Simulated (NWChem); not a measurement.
Species: SeI$_{2}$; SMILES I[Se]I

Results from NWChem. Medium grid unless said otherwise, to which SCAN and Minnesota functionals are sensitive. All runs use the structure optimised with PBE0/def2-SVP. def2 effective core potentials on I; no spin-orbit coupling. Total energies of different functionals are on different scales.

| level | energy (Ha) | highest occupied level (eV) | orbital gap (eV) | dipole (D) |
|---|---|---|---|---|
| B3LYP/def2-SVP | -2996.9089 | -6.31 | 2.79 | 0.05 |
| PBE/def2-SVP | -2996.3088 | -5.42 | 1.34 | 0.11 |
| OLYP/def2-SVP | -2997.9400 | ___ | ___ | 0.13 |
| M06-2X/def2-SVP | -2996.5561 | -7.72 | 5.07 | 0.15 |
| TPSSh/def2-SVP | -2996.4427 | -6.04 | 2.22 | 0.11 |
| MN15-L/def2-SVP | -2994.7379 | -5.77 | 1.96 | 0.26 |
| N12/def2-SVP | -2999.5949 | -5.15 | 1.34 | 0.16 |
| B97-2/def2-SVP | -2997.9316 | -6.38 | 2.93 | 0.10 |

### Question
Fill in the missing entries.

### Answer

- OLYP/def2-SVP, highest occupied level (eV): -5.25
- OLYP/def2-SVP, orbital gap (eV): 1.41
